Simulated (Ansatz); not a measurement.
Isomers of C₄H₈BF, relaxed with PBE0-D4/def2-TZVP in Ansatz; electronic energies, one conformer each and not always the lowest. Functionals use def2-TZVPP; CBS adds triple-zeta CCSD(T) − MP2 to the MP2 limit of def2-TZVPP and def2-QZVPP.

**Question.** Order them by energy at frozen-core CCSD(T)/CBS, lowest first. (An estimate is asked.)
A. `BC/C=C(/C)F`
B. `C=C(C)B(C)F`
C. `BC/C(C)=C\F`
D. `CC(C)=CBF`
E. `C[C@@H](F)[C@@H]1BC1`

**Answer.** B (0.0 kJ/mol), D (30.1 kJ/mol), A (265.1 kJ/mol), C (279.8 kJ/mol), E (318.5 kJ/mol).

**Question.** How do PBE0-D4, B3LYP, HF/CBS(def2), ωB97M-V place them (kJ/mol, against `C=C(C)B(C)F`)? (Best estimate.)

**Answer.** The calculation gave: 
| isomer | PBE0-D4 | B3LYP | HF/CBS(def2) | ωB97M-V |
| --- | --- | --- | --- | --- |
| `BC/C(C)=C\F` | 267.0 | 282.3 | 302.3 | 274.2 |
| `C[C@@H](F)[C@@H]1BC1` | 300.0 | 320.2 | 327.4 | 307.7 |
| `CC(C)=CBF` | 27.4 | 26.8 | 26.0 | 30.8 |
| `BC/C=C(/C)F` | 247.8 | 262.3 | 285.1 | 257.1 |

B3LYP here is the variant with VWN-RPA as its local correlation; programs differ in this.
